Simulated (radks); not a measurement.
Species: Os4+. Configuration: [Xe] 4f14 5d4.

Calculated with a radial shooting solver on a logarithmic mesh with Libxc functionals: Dirac Kohn-Sham, BP86, spin-unpolarised, spherical densities, finite nucleus; open shells are shared between the two j in proportion to 2j + 1; Fermi nuclear charge, rms radius 5.4126 fm.

Energy parts (Ry):
total: -34554.2470
kinetic: 39203.5578
electron-nucleus: -86317.1818
Hartree: 13242.3641
exchange-correlation: -682.9871

Orbitals (lengths in bohr, moments of r in powers of bohr):
| orbital | occ. | eigenvalue (Ry) | <r> | <1/r> | <r^2> |
|---|---|---|---|---|---|
| 1s1/2 | 2 | -5423.534 | 0.01774 | 90.41 | 0.0004336 |
| 2s1/2 | 2 | -946.7268 | 0.07426 | 22.09 | 0.006585 |
| 2p1/2 | 2 | -906.8104 | 0.06130 | 22.06 | 0.004684 |
| 2p3/2 | 4 | -794.2319 | 0.06949 | 18.32 | 0.005879 |
| 3s1/2 | 2 | -222.9117 | 0.1934 | 8.111 | 0.04290 |
| 3p1/2 | 2 | -204.9962 | 0.1835 | 8.027 | 0.03925 |
| 3p3/2 | 4 | -180.4475 | 0.1986 | 7.056 | 0.04577 |
| 3d3/2 | 4 | -150.3420 | 0.1734 | 6.951 | 0.03532 |
| 3d5/2 | 6 | -145.0247 | 0.1781 | 6.725 | 0.03711 |
| 4s1/2 | 2 | -49.71081 | 0.4317 | 3.418 | 0.2106 |
| 4p1/2 | 2 | -42.18245 | 0.4357 | 3.308 | 0.2162 |
| 4p3/2 | 4 | -36.41572 | 0.4692 | 2.971 | 0.2505 |
| 4d3/2 | 4 | -24.04160 | 0.4824 | 2.760 | 0.2696 |
| 4d5/2 | 6 | -22.97341 | 0.4937 | 2.681 | 0.2822 |
| 5s1/2 | 2 | -10.05934 | 1.000 | 1.357 | 1.122 |
| 5p1/2 | 2 | -7.71299 | 1.085 | 1.235 | 1.329 |
| 4f5/2 | 6 | -7.31463 | 0.5510 | 2.261 | 0.3735 |
| 4f7/2 | 8 | -7.10788 | 0.5589 | 2.229 | 0.3846 |
| 5p3/2 | 4 | -6.78375 | 1.177 | 1.119 | 1.561 |
| 5d3/2 | 1.6 | -3.60707 | 1.514 | 0.8519 | 2.624 |
| 5d5/2 | 2.4 | -3.50342 | 1.551 | 0.8287 | 2.754 |

The highest occupied level is 5d5/2 at -47.666 eV. Summed over all electrons, <r^2> = 32.66 bohr^2, which gives a Langevin (diamagnetic) susceptibility term of -25.9 x 10^-6 cm^3/mol.
